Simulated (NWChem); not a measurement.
System: CH5BeN; SMILES [CH3][Be][NH2]

```xyz
8

Be    -0.0055     0.0747     0.0024
C     -0.0013    -1.6043    -0.0001
H     -0.5075    -2.0345     0.8816
H      1.0273    -2.0085     0.0060
H     -0.4944    -2.0278    -0.8926
N      0.0000     1.5792     0.0002
H     -0.8217     2.1747    -0.0028
H      0.8262     2.1684    -0.0027
```
Atoms are numbered in this order, from 1.

Computed with NWChem. Medium grid unless said otherwise, to which SCAN and Minnesota functionals are sensitive. The geometry was optimised at PBE0/def2-SVP. Hybrids' shares of exact exchange are those that their runs print; pure functionals count as 0. The functionals differ in more than this share.

```csv
row,share of exact exchange,highest occupied level (eV)
PBE/def2-TZVP,0.00,-5.75
PW91/def2-TZVP,0.00,-5.80
B3LYP/def2-TZVP,0.20,-6.91
MN15/def2-TZVP,0.44,-8.03
M06-2X/def2-TZVP,0.54,-8.59
Hartree-Fock/def2-TZVP,1.00,withheld
```

Q: Fit a straight line of the last column on the one before it, predict the withheld value, and compare with the run.

A: 
1. Means of the 5 shown rows: x = 0.236, y = -7.016. Slope Σ(x − x̄)(y − ȳ)/Σ(x − x̄)² = -1.275/0.2467 = -5.167; intercept -5.797.
2. The shown rows scatter about the line by 0.045 (root mean square); the largest residual is -0.08, at B3LYP/def2-TZVP.
3. At x = 1.00 (Hartree-Fock/def2-TZVP; beyond the shown range) the line gives -10.96.
4. The run gives -10.56, +0.40 from the line, 8.9 times the scatter.
